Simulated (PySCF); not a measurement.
# How methods differ on the ionisation energy of Dy(65+)

Dy(65+) 1s1 (2S) → Dy(66+) (bare nucleus), as a difference of total energies. Calculation: PySCF 2.14, in an even-tempered Gaussian basis (17 s from 170 bohr⁻², ratio 2.2; 7 p from 260 bohr⁻², ratio 2.4; 4 d from 780 bohr⁻², ratio 2.4; 3 f from 1200 bohr⁻², ratio 2.4; 3 g from 1700 bohr⁻², ratio 2.4); scalar relativity by spin-free X2C-1e. The calculations carry no spin-orbit coupling.

```
method  ionisation energy (eV)
   UHF                 63158.8
   LDA                 63074.5
   PBE                 63158.3
  PBE0                 63158.4
r2SCAN                 63164.8
PBEsol                 63127.9
  BP86                 63167.7
```

For one electron Hartree-Fock is exact for this Hamiltonian up to the basis; QED and nuclear recoil make up the gap, and the density functionals add self-interaction.

For comparison: 63073.23 ± 0.1 eV (theoretical estimate listed by NIST; NIST Atomic Spectra Database, ionization energies).
